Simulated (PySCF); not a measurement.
Species: C9H9PS.
Atom-mapped SMILES: `[CH:1]#[C:2][CH2:3][P:4]([CH:5]=[CH2:6])[c:7]1[cH:8][cH:9][cH:10][s:11]1`

Structure used (GFN2-xTB), in Å, numbered top down from 1:
```
atom  x, y, z in Å
C1    -1.7121   -2.1367    0.3410
C2    -1.6098   -1.3433   -0.5507
C3    -1.4339   -0.3527   -1.5790
P4    -0.3979    1.1173   -1.0127
C5    -1.3541    1.5307    0.4834
C6    -1.6100    2.7837    0.8208
C7     0.9358    0.1778   -0.2102
C8     2.0237   -0.3433   -0.8499
C9     2.9180   -0.9998    0.0200
C10    2.5097   -0.9526    1.3139
S11    1.0234   -0.1150    1.4995
H12   -1.8246   -2.8521    1.0997
H13   -2.3997    0.0450   -1.9063
H14   -0.9236   -0.7903   -2.4427
H15   -1.7040    0.6930    1.0782
H16   -1.2619    3.6096    0.2211
H17   -2.1725    3.0383    1.7055
H18    2.1745   -0.2583   -1.9122
H19    3.8241   -1.4805   -0.3040
H20    2.9897   -1.3601    2.1816
```

Probes without a nucleus sit at each ring's centroid and 1 Å off its mean plane on both sides; NICS is minus the shielding there, NICSzz its component along the normal. Level: GIAO PBE0/pcSseg-1 (PySCF, non-relativistic, gas phase) on the GFN2-xTB geometry, one conformer.

Ring bond lengths (Å), with Mayer bond orders in brackets: C7–C8 1.365 (1.56), C8–C9 1.410 (1.29), C9–C10 1.358 (1.57), C10–S11 1.716 (1.18), S11–C7 1.737 (1.14).

Q: What do the NICS probes read (ppm)?

A: 
| ring | type | NICS(0) | NICS(1), two faces | NICS(1)zz, two faces | rms pucker (Å) | centre to ring atoms, mean (Å) |
| --- | --- | --- | --- | --- | --- | --- |
| C7–C8–C9–C10–S11 | 5-membered ring with S; formal bonds all aromatic | -12.4 | -11.7 / -11.3 | -28.0 / -26.5 | 0.00 | 1.29 |

Q: What can be read from them?

A: 
- C7–C8–C9–C10–S11: mean NICS(1)zz -27.2 ppm, shielded, aromatic by this magnetic criterion (flat ring, no four-coordinate atom).

Q: What does the geometric index give? Use HOMA with the parameters of Krygowski (1993).

A: 
- C7–C8–C9–C10–S11: HOMA 0.81; the largest term is that of S11–C7, α(R − Ropt)² = 0.34. The geometric and the magnetic index point the same way.
